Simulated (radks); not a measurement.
Isoelectronic series with 5 electrons, each ion in its NIST ground configuration. All-electron calculation, non-relativistic Kohn-Sham, LDA (Slater exchange, Perdew-Wang correlation), spin-polarised, spherical densities, point nucleus; open shells are filled with parallel spins first. Program: a radial shooting solver on a logarithmic mesh with Libxc functionals. Total energies (hartree) and orbital eigenvalues (eV) (* marks an orbital that is empty in some or all of the ions):

ion   configuration  E (hartree)   2p down*      2p up    2s down      2s up
B      [He] 2s2 2p1    -24.35246    -3.0893    -4.0978    -8.6790    -9.8007
C+     [He] 2s2 2p1    -37.03599   -16.1343   -17.8223   -24.5994   -26.2860
N2+    [He] 2s2 2p1    -52.47486   -36.2748   -38.6196   -47.5845   -49.8029
O3+    [He] 2s2 2p1    -70.66553   -63.3391   -66.3349   -77.4753   -80.2146
F4+    [He] 2s2 2p1    -91.60675   -97.2693  -100.9144  -114.2201  -117.4756
Ne5+   [He] 2s2 2p1   -115.29798  -138.0389  -142.3330  -157.7962  -161.5657
Mg7+   [He] 2s2 2p1   -170.92971  -240.0465  -245.6395  -265.4013  -270.1963
Al8+   [He] 2s2 2p1   -202.87007  -301.2717  -307.5151  -329.4199  -334.7274
Si9+   [He] 2s2 2p1   -237.56007  -369.3064  -376.2008  -400.2456  -406.0658
P10+   [He] 2s2 2p1   -274.99973  -444.1485  -451.6946  -477.8769  -484.2099
